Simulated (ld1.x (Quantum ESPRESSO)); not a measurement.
# What the settings do to the ultrasoft potential of Hg (Z = 80)

Base potential:

| Quantity | Value |
| --- | --- |
| Element | mercury |
| Generator | ld1.x (Quantum ESPRESSO) 7.5 |
| Type | ultrasoft |
| Functional | LDA (PZ) |
| Relativity | fully relativistic |
| Frozen core | [Kr] 4d10 4f14 |
| Valence charge | 20 |
| Reference configuration | 5s2 5p6 5d10 6s1 6p0 (charge +1) |
| Partial waves | 5s (bound): rcut 1.35, rcutus 1.40 bohr; 6s (bound): rcut 1.35, rcutus 1.40 bohr; 5p (bound): rcut 1.35, rcutus 1.50 bohr; 6p (bound, empty): rcut 1.35, rcutus 1.50 bohr; 5d (bound): rcut 1.00, rcutus 1.30 bohr; 5d channel at 1.8 Ry: rcut 1.00, rcutus 1.30 bohr |
| Local potential | all-electron potential smoothed inside 1.00 bohr (lloc = -1) |
| Core correction | Bessel-smoothed model core inside 1.05 bohr |
| Augmentation charge | PSQ, radius 0.80 bohr |

Open shells are filled in proportion to 2j + 1 (rel_dist='average').

Cutoffs, loose and tight: the cutoffs (Ry, on a coarse ladder) from which the occupation-weighted sum of valence levels, in a spherical-Bessel basis at the reference potential, stays within 10 and 1 mRy of its value at 400 Ry. They do not see the model core or the augmentation charge, which bear on the density cutoff. Test errors are all-electron minus pseudo excitation energies from the reference, over the configurations 5s2 5p6 5d10 6s2 6p0; 5s2 5p6 5d10 6s0 6p0; 5s2 5p6 5d9 6s0 6p0; 5s2 5p6 5d10 6s1 6p1; 5s1 5p6 5d10 6s2 6p0; 5s2 5p6 5d10 6s0 6p2; 5s2 5p6 5d9 6s2 6p0. A dash means not determined; rows that change the core or the reference have their own tests.

Cutoffs are not given where the Bessel-basis levels miss the radial ones by over 6 mRy, ghosts where they miss by over 20 mRy; a channel whose overlap is not positive is not tested.

A file whose overlap is not positive is unfit for use, and its test errors describe a broken file.

```csv
change,outcome,bound ghosts,largest test error (meV)
base,"generated, overlap not positive",not determined (overlap not positive),-35
core correction none,"generated, overlap not positive",not determined (overlap not positive),+21
core correction Bessel-smoothed model core inside 0.56 bohr,"generated, overlap not positive",not determined (overlap not positive),-49
core correction Bessel-smoothed model core inside 0.76 bohr,"generated, overlap not positive",not determined (overlap not positive),-49
core correction Bessel-smoothed model core inside 0.98 bohr,"generated, overlap not positive",not determined (overlap not positive),-41
core correction Bessel-smoothed model core inside 1.30 bohr,"generated, overlap not positive",not determined (overlap not positive),-11
```

**Question.** What comes out with this change to the base: core correction Bessel-smoothed model core inside 1.58 bohr?

**Answer.** outcome: generated, overlap not positive; bound ghosts: not determined (overlap not positive); largest test error (meV): +10. A file whose overlap is not positive is unfit for use, and its test errors describe a broken file.

**Question.** What comes out with this change to the base: core correction Bessel-smoothed model core inside 1.10 bohr?

**Answer.** outcome: generated, overlap not positive; bound ghosts: not determined (overlap not positive); largest test error (meV): -31. A file whose overlap is not positive is unfit for use, and its test errors describe a broken file.
